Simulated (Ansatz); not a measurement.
Consider the ligand exchange at the Si–N bond: `[SiH3]/N=[CH]\[SnH3]` + `O[Si]1(O)CO1` → `O[Si]1(O[SiH3])CO1` + `N=[CH][SnH3]`.

Program: Ansatz. Geometries: PBE0-D4/def2-TZVP. ΔE: electronic, gas phase. CCSD(T)/CBS is the MP2 limit (def2-TZVPP, def2-QZVPP) plus CCSD(T) − MP2 in def2-TZVPP, frozen cores. DFT in def2-TZVPP. B3LYP here is the variant with VWN-RPA as its local correlation; programs differ in this. def2 core potentials past Kr. For Sn outer-core shells are correlated without core-valence functions, which leaves a few kJ/mol of doubt a bond. Each species was taken in one conformer, which may not be the lowest.

`[SiH3]/N=[CH]\[SnH3]`:

```xyz
11

Si    0.647    0.510   -1.756
N    -0.362   -0.808   -1.242
C    -0.741   -1.073   -0.072
Sn   -0.306   -0.012    1.807
H     1.063    1.373   -0.607
H     1.851   -0.060   -2.407
H    -0.119    1.322   -2.731
H    -1.384   -1.957    0.067
H     1.367    0.005    2.141
H    -0.899    1.588    1.770
H    -1.118   -0.887    3.031
```

`O[Si]1(O)CO1`:

Z-matrix (Å, degrees):
```
Si
O 1 1.619
C 1 1.792 2 125.8
O 1 1.619 2 103.9 3 -157.5
O 1 1.634 2 120.6 3 63.6
H 2 0.958 1 116.8 3 -28.9
H 3 1.089 1 123.5 2 7.4
H 3 1.089 1 123.5 2 -159.9
H 4 0.958 1 116.7 2 -172.8
```

`O[Si]1(O[SiH3])CO1`:

Z-matrix (Å, degrees):
```
Si
O 1 1.606
O 1 1.633 2 120.0
O 1 1.620 2 105.5 3 -138.9
C 1 1.789 2 124.0 3 62.8
Si 2 1.645 1 143.2 3 -31.8
H 4 0.959 1 116.5 2 171.3
H 5 1.088 1 123.7 2 159.7
H 5 1.088 1 122.9 2 -7.5
H 6 1.482 2 107.7 1 -151.9
H 6 1.483 2 109.5 1 88.4
H 6 1.485 2 110.0 1 -32.2
```

`N=[CH][SnH3]`:

Cartesian coordinates in Å:
```
N 0.442 0.972 1.485
C -0.350 0.209 0.860
Sn 0.188 -0.433 -1.128
H 0.084 1.210 2.414
H -1.301 -0.139 1.292
H 1.701 0.233 -1.523
H -1.010 0.089 -2.229
H 0.247 -2.141 -1.170
```

```tsv
level	ΔE (kJ/mol)	difference from CCSD(T)/CBS
PBE-D4	-53.4	15.7
r2SCAN-D4	-62.4	6.7
PBE0-D4	-61.2	7.9
B3LYP-D4	-66.0	3.1
ωB97X-V	-70.6	-1.5
B2PLYP	-69.5	-0.4
PBE	-55.1	14.0
r2SCAN	-62.6	6.5
PBE0	-62.5	6.6
B3LYP	-69.0	0.1
HF/def2-TZVPP	-89.3	-20.2
CCSD/def2-TZVPP	-74.9	-5.8
CCSD(T)/def2-TZVPP	-70.7	-1.6
HF/def2-QZVPP	-90.7	-21.6
MP2/def2-QZVPP	-67.5	1.6
MP2/CBS(def2)	-66.3	2.8
CCSD(T)/CBS	-69.1	0
```

Largest T1 diagnostic among the species: 0.015.

In def2-TZVPP, CCSD(T) changes the Hartree–Fock value by +18.6 kJ/mol (the triples alone add +4.2 kJ/mol) and MP2 by +21.3 kJ/mol. From PBE to PBE0 (25 % exact exchange), in def2-TZVPP and without D4, ΔE moves by −7.4 kJ/mol.
